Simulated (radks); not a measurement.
Values are calculated unless marked as measured or tabulated.
Species: the ruthenium ion Ru4+. Configuration: [Kr] 4d4. Level of theory: scalar-relativistic Kohn-Sham, LDA (Slater exchange, Perdew-Wang correlation), spin-polarised, spherical densities, finite nucleus; open shells are filled with parallel spins first (spin-orbit coupling, left out, can overturn this in heavy ions); Fermi nuclear charge, rms radius 4.4809 fm (a radial shooting solver on a logarithmic mesh with Libxc functionals).

Unscreened Slater integrals over Kohn-Sham orbitals (hartree). They are taken over the spin-up orbitals.

\begin{tabular}{lr}
integral & value \\ \hline
F0(4d,4d) & 0.66074 \\
F2(4d,4d) & 0.33671 \\
F4(4d,4d) & 0.22246 \\
F0(4d,4p) & 0.72752 \\
F2(4d,4p) & 0.36485 \\
G1(4d,4p) & 0.45940 \\
G3(4d,4p) & 0.28249 \\
F0(4d,4s) & 0.75045 \\
G2(4d,4s) & 0.33857 \\
F0(4d,3d) & 0.88498 \\
F2(4d,3d) & 0.17416 \\
F4(4d,3d) & 0.076931 \\
G0(4d,3d) & 0.056699 \\
G2(4d,3d) & 0.064670 \\
G4(4d,3d) & 0.048911 \\
F0(4p,4p) & 0.82125 \\
F2(4p,4p) & 0.43248 \\
F0(4p,4s) & 0.85547 \\
G1(4p,4s) & 0.58156 \\
F0(4p,3d) & 1.0621 \\
F2(4p,3d) & 0.25177 \\
G1(4p,3d) & 0.081054 \\
G3(4p,3d) & 0.078669 \\
F0(4s,4s) & 0.89510 \\
F0(4s,3d) & 1.1401 \\
G2(4s,3d) & 0.094512 \\
F0(3d,3d) & 2.3690 \\
F2(3d,3d) & 1.1715 \\
F4(3d,3d) & 0.74529 \\
\end{tabular}

Derived for the open shells (J is the average intra-shell exchange parameter used in DFT+U). 4d: Racah B = F2/49 - 5 F4/441 = 0.004349 hartree, C = 35 F4/441 = 0.01766 hartree, C/B = 4.06, F4/F2 = 0.661, J = (F2 + F4)/14 = 0.03994 hartree.
